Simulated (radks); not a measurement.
Spherical quantum dot in the effective-mass picture: electrons in a parabolic well V = omega^2 r^2 / 2 with omega = 0.0662, with a point charge +1 (a donor) at the centre, all in effective atomic units (hartree* = m*/eps^2 hartree, bohr* = eps/m* bohr), one dielectric constant everywhere. Method: non-relativistic Kohn-Sham, PBE, spin-polarised, spherical densities; computed with a radial shooting solver with Libxc functionals. Levels are named by radial order and angular momentum (1s, 1p, 1d, 2s, ...), and open shells are averaged over m.

N = 20, configuration 1s2 1p6 1d10 2s2. This is the lowest configuration that the search found (a dilute case). Occupied levels:

level  occupation  eigenvalue (hartree*)  <r> (bohr*)
1s              2                 1.6268        3.280
2s              2                 1.6525        11.15
1p              6                 1.6573        12.11
1d             10                 1.6728        12.82

Energy (hartree*): total 18.1611, kinetic 1.1231, external 3.5232, Hartree 15.718, exchange-correlation -2.2033.
